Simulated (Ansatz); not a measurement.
Job for Ansatz (an electronic-structure program): R-B3LYP-D3(BJ)/def2-TZVP on C2H2F2 (SMILES C=C(F)F).

Ansatz 0.2 input:
```yaml
crystal:
  periodic: [false, false, false]
  atoms:
    - {symbol: C, position_ang: [-0.34991511, 0.63963248, -0.05427376]}
    - {symbol: C, position_ang: [0.27839570, -0.50794865, 0.04297633]}
    - {symbol: F, position_ang: [0.54254129, -1.14467513, 1.17580130]}
    - {symbol: F, position_ang: [0.74855912, -1.21468567, -0.97569158]}
    - {symbol: H, position_ang: [-0.52182116, 1.08413718, -1.01475368]}
    - {symbol: H, position_ang: [-0.69775985, 1.14353978, 0.82594139]}
basis:
  gaussian:
    orbitals: def2-TZVP
hamiltonian:
  xc: b3lyp
  dispersion: d3bj
relax: {f_tol: 0.003, max_steps: 120}
scf: {lower_state_search: off}
```

Program output:

```
WARN ansatz: RAYON_NUM_THREADS=1 ignored (pool sized by the plan → 1); use --threads N
Functional definition: B3LYP
these checks for a lower state are left out or cut short: stability, starts, cluster_reference, orbital_swaps, neighbouring_geometries, increment
integrals: 0.04 GiB planned
760 factors; their error is unknown
mean field: 0.42 GiB planned
mean field evaluation 1: about -7536.7621 eV, gradient 5.5e1 eV
mean field evaluation 2: about -7532.4020 eV, gradient 6.5e1 eV
mean field evaluation 4: about -7542.7410 eV, gradient 2.9e0 eV
mean field evaluation 8: about -7542.7718 eV, gradient 3.9e-1 eV
mean field evaluation 16: about -7542.7720 eV, gradient 3.8e-5 eV
mean field -7542.77195120 eV, -277.1917565320 hartree, gradient 4.6e-6 eV, S^2 0.000000; 0 other end points of the search recorded, 0 dependent functions left out
the calculation of the forces begins
reference -7542.77212607 eV, -277.1917629584 hartree; 16, 16 occupied and 120, 120 virtual orbitals, 760 factors
relax step   1: F+E_penalty+E_count = -7542.89398413 eV  Δ(F+E_penalty+E_count) = +0.000e0 eV  max|allowed force component| = 3.421e-1 eV/Å  Δτ_max = 0.0000 Å  (16 SCF iters, accepted)
these checks for a lower state are left out or cut short: stability, starts, cluster_reference, orbital_swaps, neighbouring_geometries, increment
integrals: 0.04 GiB planned
760 factors; their error is unknown
mean field: 0.43 GiB planned
mean field -7542.77421783 eV, -277.1918398293 hartree, gradient 2.5e-6 eV, S^2 0.000000; 0 other end points of the search recorded, 0 dependent functions left out
the calculation of the forces begins
reference -7542.77439282 eV, -277.1918462600 hartree; 16, 16 occupied and 120, 120 virtual orbitals, 760 factors
relax step   2: F+E_penalty+E_count = -7542.89625023 eV  Δ(F+E_penalty+E_count) = -2.266e-3 eV  max|allowed force component| = 1.455e-1 eV/Å  Δτ_max = 0.0059 Å  (22 SCF iters, accepted)
these checks for a lower state are left out or cut short: stability, starts, cluster_reference, orbital_swaps, neighbouring_geometries, increment
integrals: 0.04 GiB planned
760 factors; their error is unknown
mean field: 0.43 GiB planned
mean field evaluation 32: about -7542.7746 eV, gradient 2.5e-6 eV
mean field -7542.77464042 eV, -277.1918553591 hartree, gradient 2.5e-6 eV, S^2 0.000000; 0 other end points of the search recorded, 0 dependent functions left out
the calculation of the forces begins
reference -7542.77481551 eV, -277.1918617937 hartree; 16, 16 occupied and 120, 120 virtual orbitals, 760 factors
relax step   3: F+E_penalty+E_count = -7542.89670453 eV  Δ(F+E_penalty+E_count) = -4.543e-4 eV  max|allowed force component| = 3.616e-2 eV/Å  Δτ_max = 0.0047 Å  (22 SCF iters, accepted)
these checks for a lower state are left out or cut short: stability, starts, cluster_reference, orbital_swaps, neighbouring_geometries, increment
integrals: 0.04 GiB planned
760 factors; their error is unknown
mean field: 0.42 GiB planned
mean field -7542.77464076 eV, -277.1918553716 hartree, gradient 2.5e-6 eV, S^2 0.000000; 0 other end points of the search recorded, 0 dependent functions left out
the calculation of the forces begins
reference -7542.77481586 eV, -277.1918618064 hartree; 16, 16 occupied and 120, 120 virtual orbitals, 760 factors
relax step   4: F+E_penalty+E_count = -7542.89670492 eV  Δ(F+E_penalty+E_count) = -3.932e-7 eV  max|allowed force component| = 3.709e-2 eV/Å  Δτ_max = 0.0001 Å  (23 SCF iters, accepted)
these checks for a lower state are left out or cut short: stability, starts, cluster_reference, orbital_swaps, neighbouring_geometries, increment
integrals: 0.04 GiB planned
760 factors; their error is unknown
mean field: 0.42 GiB planned
mean field -7542.77458843 eV, -277.1918534485 hartree, gradient 2.5e-6 eV, S^2 0.000000; 0 other end points of the search recorded, 0 dependent functions left out
the calculation of the forces begins
reference -7542.77476357 eV, -277.1918598847 hartree; 16, 16 occupied and 120, 120 virtual orbitals, 760 factors
relax step   5: F+E_penalty+E_count = -7542.89666625 eV  Δ(F+E_penalty+E_count) = +3.866e-5 eV  max|allowed force component| = 5.446e-2 eV/Å  Δτ_max = 0.0053 Å  (21 SCF iters, rejected (line search))
these checks for a lower state are left out or cut short: stability, starts, cluster_reference, orbital_swaps, neighbouring_geometries, increment
integrals: 0.04 GiB planned
760 factors; their error is unknown
mean field: 0.42 GiB planned
mean field -7542.77470300 eV, -277.1918576591 hartree, gradient 2.5e-6 eV, S^2 0.000000; 0 other end points of the search recorded, 0 dependent functions left out
the calculation of the forces begins
reference -7542.77487813 eV, -277.1918640948 hartree; 16, 16 occupied and 120, 120 virtual orbitals, 760 factors
relax step   6: F+E_penalty+E_count = -7542.89677575 eV  Δ(F+E_penalty+E_count) = -7.083e-5 eV  max|allowed force component| = 1.015e-3 eV/Å  Δτ_max = 0.0023 Å  (22 SCF iters, accepted)
Total energy: -7542.89695088 eV, -277.1963501856 hartree
Atom 0 at    -0.351198     0.641670    -0.054406 Å, force     0.000462    -0.001015     0.000089 eV/Å
Atom 1 at     0.278712    -0.509170     0.043172 Å, force    -0.000553     0.000554    -0.000058 eV/Å
Atom 2 at     0.541073    -1.141594     1.174694 Å, force    -0.000032     0.000206    -0.000049 eV/Å
Atom 3 at     0.746765    -1.211303    -0.975194 Å, force    -0.000021     0.000249     0.000029 eV/Å
Atom 4 at    -0.518666     1.080045    -1.024388 Å, force     0.000071    -0.000012    -0.000180 eV/Å
Atom 5 at    -0.696686     1.140351     0.836122 Å, force     0.000074     0.000019     0.000170 eV/Å
Dipole moment:    -0.124729     0.227866    -0.019322 e Å
Checks for a lower state left out: stability, starts, cluster_reference, orbital_swaps, neighbouring_geometries, increment
```

The run converged.

Cost: very roughly 13 core-seconds.
